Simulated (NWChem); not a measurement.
Species: Si2HCl4, doublet; SMILES [Si](Cl)([SiH]Cl)(Cl)Cl

```xyz
7

Cl    -0.1165    -2.9945     0.0181
Si     1.1903    -1.3915    -0.0367
Si     0.0002     0.6130    -0.0047
Cl    -1.2008     0.8341     1.6494
Cl    -1.1767     0.7567    -1.6795
Cl     1.3876     2.1327    -0.0194
H      2.1400    -1.4940     1.1141
```
Atoms are numbered in this order, from 1.

Computed with NWChem. Spin-unrestricted. All runs use the structure optimised with PBE0/def2-SVP, spin-unrestricted. No stability test was run on the SCF state.

For level LRC-wPBEh/def2-SVP:

```
Property                                                     Value
-----------------------------------------------------------  -----
highest occupied level (eV)                                  -8.63
lowest empty minus highest occupied level, either spin (eV)   6.84
dipole (D)                                                    1.31
```

Estimate the same quantities for level B3LYP/def2-SVP.


* **highest occupied level (eV)**: -6.42
* **lowest empty minus highest occupied level, either spin (eV)**: 2.72
* **dipole (D)**: 1.15
